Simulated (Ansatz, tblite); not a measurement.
Removing and adding an electron: `[H]/C=C/c1ccc(/C=C/c2ccccc2)cc1`. The state is a singlet with charge 0. Geometry: PBE-D4/def2-SVP. Ansatz, gas phase; energy differences of separate SCF runs; the oxidised species was run as a doublet alone; the reduced species was run as a doublet alone.

```
atom   x (Å)   y (Å)   z (Å)
  H1   7.009   0.505   1.962
  C2   6.019   0.097   1.710
  C3   5.010   0.914   1.334
  C4   3.640   0.534   0.970
  C5   2.712   1.543   0.610
  C6   1.398   1.239   0.258
  C7   0.935  -0.100   0.247
  C8  -0.428  -0.484  -0.107
  C9  -1.453   0.348  -0.441
 C10  -2.820  -0.033  -0.790
 C11  -3.766   0.984  -1.071
 C12  -5.091   0.677  -1.404
 C13  -5.508  -0.661  -1.468
 C14  -4.583  -1.687  -1.197
 C15  -3.261  -1.380  -0.864
 C16   1.867  -1.110   0.605
 C17   3.180  -0.805   0.957
 H18   5.901  -0.996   1.783
 H19   5.212   2.000   1.287
 H20   3.044   2.593   0.610
 H21   0.715   2.057  -0.017
 H22  -0.618  -1.571  -0.085
 H23  -1.265   1.436  -0.452
 H24  -3.443   2.037  -1.021
 H25  -5.804   1.489  -1.615
 H26  -6.548  -0.908  -1.729
 H27  -4.901  -2.739  -1.247
 H28  -2.555  -2.198  -0.658
 H29   1.535  -2.160   0.604
 H30   3.866  -1.621   1.228
```

The xTB rows come from tblite. Single mean-field runs in def2-TZVP are fitted with def2-universal-jkfit.

| level | −HOMO (eV) | vertical IE (eV) | −LUMO (eV) | vertical EA (eV) | HOMO–LUMO gap (eV) | IE − EA (eV) | remarks |
| --- | --- | --- | --- | --- | --- | --- | --- |
| GFN2-xTB | 9.89 | 11.94 | 7.52 | 5.49 | 2.37 | 6.44 | – |
| PBE0-D4/def2-TZVP | 5.82 | 7.12 | 1.96 | 0.78 | 3.86 | 6.35 | HOMO above zero (-1 doublet) |

Estimate the rows for GFN1-xTB, PBE-D4/def2-TZVP.


```json
{"level": "GFN1-xTB", "−HOMO (eV)": "10.89", "vertical IE (eV)": "12.89", "−LUMO (eV)": "8.53", "vertical EA (eV)": "6.53", "HOMO–LUMO gap (eV)": "2.36", "IE − EA (eV)": "6.36", "remarks": "–"}
{"level": "PBE-D4/def2-TZVP", "−HOMO (eV)": "5.06", "vertical IE (eV)": "6.99", "−LUMO (eV)": "2.68", "vertical EA (eV)": "0.91", "HOMO–LUMO gap (eV)": "2.38", "IE − EA (eV)": "6.08", "remarks": "HOMO above zero (-1 doublet)"}
```

Relaxing the reduced species (PBE-D4/def2-SVP) changes its energy by -0.06 eV at PBE-D4/def2-TZVP, so the adiabatic electron affinity to this nearest minimum is 0.97 eV. At PBE0-D4/def2-TZVP it is 0.80 eV. The highest occupied level of the relaxed charge -1 doublet lies above zero (up to 0.74 eV). By energy differences its removal costs 0.97 eV (each at its own geometry, to the charge 0 singlet, at PBE-D4/def2-TZVP); self-interaction error and the lack of diffuse functions both raise the level.  Run but left out: PBE-QIDH/def2-TZVP (charge +1 doublet: ⟨S²⟩ 1.07, where a pure state has 0.75); PBE-QIDH/def2-TZVP (charge -1 doublet: ⟨S²⟩ 0.96, where a pure state has 0.75).   A HOMO above zero means that the electron is unbound at that level or that self-interaction error raises the level; the energy of removing that electron tells which. Raw xTB energy differences between charge states are shifted by several eV; the methods need an empirical correction for them. Sets without diffuse functions give affinities that are too small.
